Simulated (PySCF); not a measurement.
Spinor energies of Se⁺ (selenium, charge +1)

Start: [Ar] 3d10 4s2 4p2 5s1; 4p3/2 filled at m_j = +1/2, +3/2; 5s1/2 filled at m_j = +1/2. Calculated with PySCF 2.14 in x2c-SVPall-2c with one added diffuse shell each of s, p, d type (6s7p4d, 47 functions): generalised Hartree-Fock with the X2C-1e Hamiltonian and a Gaussian nucleus; one run each with spin-orbit coupling (SO) switched off, then screened by Boettger's factors. This is a chosen level, not necessarily the ground level.

```json
{"spinor shell": "1s1/2", "electrons": "2", "ε, spin-free (eV)": "-12749.5", "ε, screened SO (eV)": "-12749.3", "weight of nominal j (screened SO)": "1.000", "rms radius, screened SO (bohr)": "0.0508"}
{"spinor shell": "2s1/2", "electrons": "2", "ε, spin-free (eV)": "-1711.9", "ε, screened SO (eV)": "-1711.9", "weight of nominal j (screened SO)": "1.000", "rms radius, screened SO (bohr)": "0.212"}
{"spinor shell": "2p1/2", "electrons": "2", "ε, spin-free (eV)": "-1503.1", "ε, screened SO (eV)": "-1531.8", "weight of nominal j (screened SO)": "1.000", "rms radius, screened SO (bohr)": "0.187"}
{"spinor shell": "3s1/2", "electrons": "2", "ε, spin-free (eV)": "-266.94", "ε, screened SO (eV)": "-266.97", "weight of nominal j (screened SO)": "1.000", "rms radius, screened SO (bohr)": "0.613"}
{"spinor shell": "3p1/2", "electrons": "2", "ε, spin-free (eV)": "-199.06", "ε, screened SO (eV)": "-203.36", "weight of nominal j (screened SO)": "0.998", "rms radius, screened SO (bohr)": "0.629"}
{"spinor shell": "3p3/2", "electrons": "4", "ε, spin-free (eV)": "-199.06", "ε, screened SO (eV)": "-197.03", "weight of nominal j (screened SO)": "0.999", "rms radius, screened SO (bohr)": "0.639"}
{"spinor shell": "3d3/2", "electrons": "4", "ε, spin-free (eV)": "-86.850", "ε, screened SO (eV)": "-87.461", "weight of nominal j (screened SO)": "0.977", "rms radius, screened SO (bohr)": "0.693"}
{"spinor shell": "3d5/2", "electrons": "6", "ε, spin-free (eV)": "-86.850", "ε, screened SO (eV)": "-86.490", "weight of nominal j (screened SO)": "0.985", "rms radius, screened SO (bohr)": "0.696"}
{"spinor shell": "4s1/2", "electrons": "2", "ε, spin-free (eV)": "-36.544", "ε, screened SO (eV)": "-36.564", "weight of nominal j (screened SO)": "0.999", "rms radius, screened SO (bohr)": "1.84"}
{"spinor shell": "4p3/2", "electrons": "2", "ε, spin-free (eV)": "-25.148", "ε, screened SO (eV)": "-25.079", "weight of nominal j (screened SO)": "0.753", "rms radius, screened SO (bohr)": "2.20"}
{"spinor shell": "5s1/2", "electrons": "1", "ε, spin-free (eV)": "-9.007", "ε, screened SO (eV)": "-9.007", "weight of nominal j (screened SO)": "0.999", "rms radius, screened SO (bohr)": "4.90"}
```

Task: Where does 2p3/2 lie, and what is the 2p spin-orbit splitting (screened SO)?

Result: At -1489.3 eV, 42.550 eV above 2p1/2.

```csv
quantity,spin-free,screened SO
E (hartree),-2426.87407,-2426.96491
M_J,5/2,5/2
⟨J²⟩,8.767,8.764
⟨L²⟩,2.015,2.126
⟨S²⟩,3.752,3.675
```

Each row is a mean over spinors that exchange with the open shell spreads, by up to 6.013 eV (4s1/2).

Rows whose weight is well below 1 are mixtures of j = l ± 1/2: exchange outweighs spin-orbit coupling there, and the label is only the starting occupation.

Without spin-orbit coupling the j labels of p, d and f shells carry no meaning; the spin-free column gives the mean over the occupied spinors of each nl shell.
